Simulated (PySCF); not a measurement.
`CC(=O)C1=NOC(C)=N1`. Computed geometry: GFN2-xTB, gas phase.

```
atom  x, y, z in Å
C1    -2.5331    0.5668    0.0439
C2    -1.9205   -0.5637    0.8171
O3    -2.5383   -1.3463    1.4905
C4    -0.4433   -0.6335    0.6736
N5     0.3181   -1.5267    1.2461
O6     1.5751   -1.2288    0.8546
C7     1.4945   -0.1531    0.0534
C8     2.7140    0.4224   -0.5431
N9     0.2708    0.2506   -0.0888
H10   -2.2876    0.4569   -1.0102
H11   -2.1012    1.5074    0.3787
H12   -3.6106    0.5747    0.1823
H13    3.2168   -0.3285   -1.1500
H14    2.4432    1.2752   -1.1570
H15    3.3976    0.7347    0.2445
```

(1) Where is the centre of mass (commonest isotopes), and what is the radius of gyration?

(2) Work out the bond lengths C1–H10, C1–H11, C2–C4, O6–C7, C7–N9, C8–H13, C8–H14 in pm.

(3) Give the dihedral angles C2–C4–N9–C7, C1–C2–C4–N5, O6–C7–C8–H13, H10–C1–C2–C4.

(4) What is the repulsion energy of the bare nuclei, Σ ZA·ZB/RAB?

(5) What are the angles H10–C1–H11, C2–C1–H10, H11–C1–H12, C1–C2–O3, N5–C4–N9, C2–C4–N9, C4–N9–C7?

(6) How far are the heavy atoms from their best plane (unweighted least squares)?

(7) Write the matrix of distances between heavy atoms (Å, lower triangle).

Answers

(1) Mass 126.043 u; centre at (-0.114, -0.469, 0.506) Å; Rg = √(Σ m r²/M) = 2.127 Å. As Ia + Ib + Ic = 2 Σ m r², the three principal moments sum to 1140.2 u·Å².

(2) For C1–H10 the difference vector is (0.2455, -0.1099, -1.0541) Å, of length 1.0879 Å. C1–H10 108.8; C1–H11 108.8; C2–C4 148.6; O6–C7 134.4; C7–N9 129.6; C8–H13 108.9; C8–H14 108.5 pm.

(3) C2–C4–N9–C7 180° (antiperiplanar); C1–C2–C4–N5 180° (antiperiplanar); O6–C7–C8–H13 59° (synclinal); H10–C1–C2–C4 59° (synclinal). Dihedral signs follow IUPAC: positive where, seen along the central bond, the front bond turns clockwise onto the rear one.

(4) 434.32 Eh over 105 pairs, with full nuclear charges and distances in bohr; the largest single term is 21.95 Eh (N5 with O6).

(5) From the scalar product of the two bond vectors; for H10–C1–H11 it is -0.3503 Å² over 1.0879 × 1.0878 Å², cos θ = -0.2960. H10–C1–H11 107.2°; C2–C1–H10 109.3°; H11–C1–H12 110.4°; C1–C2–O3 124.7°; N5–C4–N9 112.4°; C2–C4–N9 122.8°; C4–N9–C7 103.3°.

(6) 0.000 Å rms; none is more than 0.001 Å off.

(7) 
```
C1    0.000
C2    1.500  0.000
O3    2.398  1.203  0.000
C4    2.491  1.486  2.359  0.000
N5    3.736  2.474  2.873  1.306  0.000
O6    4.556  3.559  4.164  2.112  1.350  0.000
C7    4.091  3.523  4.444  2.091  2.166  1.344  0.000
C8    5.282  4.930  5.903  3.545  3.569  2.445  1.475  0.000
N9    2.825  2.507  3.597  1.369  2.223  2.186  1.296  2.491  0.000
```

The point group is Cs within 0.08 Å; differences among equivalent distances and angles are scatter left by the optimiser. Not checked by GFN2-xTB frequencies. The numbers are those of one conformer.
